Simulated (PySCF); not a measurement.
PySCF input for W(NH)2(Br)(SH) (BrH3N2SW), SMILES [W](=[NH])([Br])([SH])=[NH], multiplicity 1, TDDFT-PBE/def2-SVPD. Geometry optimised at r2SCAN-D4/def2-SVP. The spin state was assumed, not searched. The def2 effective core potentials stand for the cores of W; spin–orbit coupling is left out. The values are those of a single conformer.

```python
import numpy as np
from pyscf import gto, scf, dft, tdscf

mol = gto.M(
    atom='''
    W     0.03789922   -0.41954029   -0.11347586
    N    -1.43372240   -1.36779790   -0.21854070
    H    -2.07040174   -2.05660268   -0.61440163
    N     1.16660076   -0.81980688   -1.39265392
    H     1.47748489   -1.31345555   -2.22771552
    Br   -0.54835182    1.95810444   -0.26842893
    S     1.17441941   -1.09905651    1.83242676
    H     0.05982929   -1.21947776    2.59387724
    ''',
    basis='def2-SVPD',
    ecp={'W': 'def2-svp'},
    charge=0,
    spin=0,
    max_memory=1600,
    verbose=4,
)
mf = dft.RKS(mol, xc='pbe').density_fit(auxbasis='def2-universal-jkfit')
mf.grids.level = 3
mf.conv_tol = 1e-9
mf.max_cycle = 100
mf.kernel()
mf.grids = dft.Grids(mol).set(level=1).build(with_non0tab=True)  # coarser grid for the response kernel
td = tdscf.TDDFT(mf)
td.singlet = True
td.nstates = 10
td.conv_tol = 1e-4
td.positive_eig_threshold = 1e-6
td.kernel(x0=td.get_init_guess(mf, 15))
td.analyze()
tt = tdscf.TDA(mf)
tt.singlet = False
tt.nstates = 4
tt.conv_tol = 1e-4
tt.positive_eig_threshold = 1e-6
tt.kernel(x0=tt.get_init_guess(mf, 9))
tt.analyze(verbose=3)
```

Log of the run:

```
PySCF version 2.14.0

[INPUT] verbose = 4
[INPUT] num. atoms = 8
[INPUT] num. electrons = 82
[INPUT] charge = 0
[INPUT] spin (= nelec alpha-beta = 2S) = 0
[INPUT] symmetry False subgroup None
[INPUT] Mole.unit = angstrom
[INPUT] Symbol           X                Y                Z      unit          X                Y                Z       unit  Magmom
[INPUT]  1 W      0.037899220000  -0.419540290000  -0.113475860000 AA    0.071619146135  -0.792816246321  -0.214438297149 Bohr   0.0
[INPUT]  2 N     -1.433722400000  -1.367797900000  -0.218540700000 AA   -2.709342674654  -2.584763424755  -0.412982070071 Bohr   0.0
[INPUT]  3 H     -2.070401740000  -2.056602680000  -0.614401630000 AA   -3.912492256423  -3.886415812247  -1.161050811186 Bohr   0.0
[INPUT]  4 N      1.166600760000  -0.819806880000  -1.392653920000 AA    2.204555933109  -1.549210478234  -2.631734495102 Bohr   0.0
[INPUT]  5 H      1.477484890000  -1.313455550000  -2.227715520000 AA    2.792041795283  -2.482071266290  -4.209772216243 Bohr   0.0
[INPUT]  6 Br    -0.548351820000   1.958104440000  -0.268428930000 AA   -1.036234759707   3.700281114895  -0.507257161610 Bohr   0.0
[INPUT]  7 S      1.174419410000  -1.099056510000   1.832426760000 AA    2.219331040273  -2.076915799320   3.462784719724 Bohr   0.0
[INPUT]  8 H      0.059829290000  -1.219477760000   2.593877240000 AA    0.113060972327  -2.304478981398   4.901717584343 Bohr   0.0

nuclear repulsion = 451.013492985615
number of shells = 67
number of NR pGTOs = 278
number of NR cGTOs = 167
basis = def2-SVPD
ecp = {'W': 'def2-svp'}


[settings echo left out]
init E= -3136.4118894742
  HOMO = -0.462790414150212  LUMO = -0.329900372919997  gap/eV = 3.61612
cycle= 1 E= -3149.53005859854  delta_E= -13.1  |g|= 0.963  |ddm|= 7.93
  HOMO = -0.0864176145997684  LUMO = -0.0497319642726916  gap/eV = 0.99827
cycle= 2 E= -3147.46050242636  delta_E= 2.07  |g|= 2.96  |ddm|= 3.17
  HOMO = -0.191167813644076  LUMO = -0.0379079167216367  gap/eV = 4.17041
cycle= 3 E= -3149.50321387205  delta_E= -2.04  |g|= 0.955  |ddm|= 2.89
  HOMO = -0.235463011231705  LUMO = -0.125226091231455  gap/eV = 2.99970
cycle= 4 E= -3149.72297527884  delta_E= -0.22  |g|= 0.35  |ddm|= 1.18
  HOMO = -0.250438034759575  LUMO = -0.115029286605864  gap/eV = 3.68466
cycle= 5 E= -3149.75265523254  delta_E= -0.0297  |g|= 0.15  |ddm|= 0.586
  HOMO = -0.24060171004134  LUMO = -0.11298493468649  gap/eV = 3.47263
cycle= 6 E= -3149.75908474257  delta_E= -0.00643  |g|= 0.044  |ddm|= 0.23
  HOMO = -0.242187837008161  LUMO = -0.112835275442905  gap/eV = 3.51986
cycle= 7 E= -3149.75953498505  delta_E= -0.00045  |g|= 0.0238  |ddm|= 0.0777
  HOMO = -0.241813668087909  LUMO = -0.112828334202646  gap/eV = 3.50987
cycle= 8 E= -3149.75963070527  delta_E= -9.57e-05  |g|= 0.0141  |ddm|= 0.0281
  HOMO = -0.241669975909576  LUMO = -0.112805079120456  gap/eV = 3.50659
cycle= 9 E= -3149.75966319119  delta_E= -3.25e-05  |g|= 0.00787  |ddm|= 0.0136
  HOMO = -0.241811024844857  LUMO = -0.112635336642176  gap/eV = 3.51505
cycle= 10 E= -3149.75967742661  delta_E= -1.42e-05  |g|= 0.00113  |ddm|= 0.00794
  HOMO = -0.241751496989396  LUMO = -0.112598113560118  gap/eV = 3.51444
cycle= 11 E= -3149.75967767166  delta_E= -2.45e-07  |g|= 0.000753  |ddm|= 0.00285
  HOMO = -0.241762011463183  LUMO = -0.112605277552848  gap/eV = 3.51453
cycle= 12 E= -3149.75967785697  delta_E= -1.85e-07  |g|= 5.57e-05  |ddm|= 0.0012
  HOMO = -0.241762444303125  LUMO = -0.112607754061473  gap/eV = 3.51448
cycle= 13 E= -3149.75967785772  delta_E= -7.57e-10  |g|= 2.23e-05  |ddm|= 9.58e-05
  HOMO = -0.241762911514175  LUMO = -0.112610694018409  gap/eV = 3.51441
Extra cycle  E= -3149.75967785728  delta_E= 4.42e-10  |g|= 4.29e-05  |ddm|= 8.59e-05
converged SCF energy = -3149.75967785728
tot grids = 40240
Overwritten attributes  positive_eig_threshold  of <class 'pyscf.tdscf.rks.CasidaTDDFT'>


******** <class 'pyscf.tdscf.rks.CasidaTDDFT'> for <class 'pyscf.df.df_jk.DFRKS'> ********
nstates = 10 singlet
deg_eia_thresh = 1.000e-03
wfnsym = None
conv_tol = 0.0001
eigh lindep = 1e-12
eigh level_shift = 0
eigh max_cycle = 100


Excitation energies (eV)
[3.82068592 3.8925527  4.30149903 4.43785464 4.47593784 4.53344414
 4.74405226 4.87347377 4.88481553 4.94622132]

** Singlet excitation energies and oscillator strengths **
Excited State   1:      3.82069 eV    324.51 nm  f=0.0028
      40 -> 42       -0.69241
Excited State   2:      3.89255 eV    318.52 nm  f=0.0493
      37 -> 42       -0.16800
      41 -> 42        0.66274
Excited State   3:      4.30150 eV    288.23 nm  f=0.0014
      38 -> 42       -0.16992
      41 -> 43       -0.65875
Excited State   4:      4.43785 eV    279.38 nm  f=0.0037
      37 -> 42       -0.11318
      38 -> 42        0.13587
      39 -> 42        0.50671
      40 -> 43       -0.42660
Excited State   5:      4.47594 eV    277.00 nm  f=0.0042
      38 -> 42        0.38134
      39 -> 42        0.23971
      40 -> 43        0.48570
      41 -> 43       -0.11263
      41 -> 44       -0.16368
Excited State   6:      4.53344 eV    273.49 nm  f=0.0052
      37 -> 42       -0.19306
      38 -> 42        0.49210
      39 -> 42       -0.30389
      40 -> 43       -0.18542
      41 -> 44        0.25851
Excited State   7:      4.74405 eV    261.35 nm  f=0.0106
      37 -> 42        0.22801
      38 -> 42        0.15292
      39 -> 42       -0.17714
      39 -> 43       -0.11891
      39 -> 44       -0.10386
      40 -> 43       -0.15630
      40 -> 44       -0.20153
      41 -> 44       -0.49319
      41 -> 45        0.17971
Excited State   8:      4.87347 eV    254.41 nm  f=0.0468
      37 -> 42        0.52646
      39 -> 44       -0.11419
      40 -> 44        0.30428
      41 -> 42        0.13902
      41 -> 44        0.18603
Excited State   9:      4.88482 eV    253.82 nm  f=0.0120
      37 -> 42        0.22950
      39 -> 43       -0.12225
      40 -> 44       -0.50716
      40 -> 45       -0.13423
      41 -> 44        0.19440
      41 -> 45       -0.27917
Excited State  10:      4.94622 eV    250.66 nm  f=0.0019
      38 -> 43       -0.20322
      40 -> 44        0.15172
      40 -> 45        0.13109
      41 -> 44       -0.18539
      41 -> 45       -0.59536

** Transition electric dipole moments (AU) **
state          X           Y           Z        Dip. S.      Osc.
  1         0.1698      0.0088     -0.0280      0.0297      0.0028
  2        -0.3142      0.4360     -0.4772      0.5165      0.0493
  3        -0.1101     -0.0095      0.0290      0.0131      0.0014
  4        -0.1556      0.0285     -0.0927      0.0336      0.0037
  5        -0.1213     -0.1525      0.0210      0.0384      0.0042
  6        -0.1169      0.1604      0.0852      0.0467      0.0052
  7         0.0104      0.2884      0.0881      0.0910      0.0106
  8        -0.2395      0.4325     -0.3842      0.3920      0.0468
  9        -0.1567      0.0777     -0.2637      0.1001      0.0120
 10         0.0926      0.0332      0.0764      0.0155      0.0019

WARN: ECP detected. Skipping calculation of transition velocity and magnetic dipole moments, which have not yet been implemented.

Overwritten attributes  positive_eig_threshold  of <class 'pyscf.tdscf.rks.TDA'>


******** <class 'pyscf.tdscf.rks.TDA'> for <class 'pyscf.df.df_jk.DFRKS'> ********
nstates = 4 triplet
deg_eia_thresh = 1.000e-03
wfnsym = None
conv_tol = 0.0001
eigh lindep = 1e-12
eigh level_shift = 0
eigh max_cycle = 100


Excitation energies (eV)
[3.30151152 3.58392175 3.9621347  4.10139741]

** Triplet excitation energies and oscillator strengths **
Excited State   1:      3.30151 eV    375.54 nm  f=0.0000
Excited State   2:      3.58392 eV    345.95 nm  f=0.0000
Excited State   3:      3.96213 eV    312.92 nm  f=0.0000
Excited State   4:      4.10140 eV    302.30 nm  f=0.0000
```

The run converged.
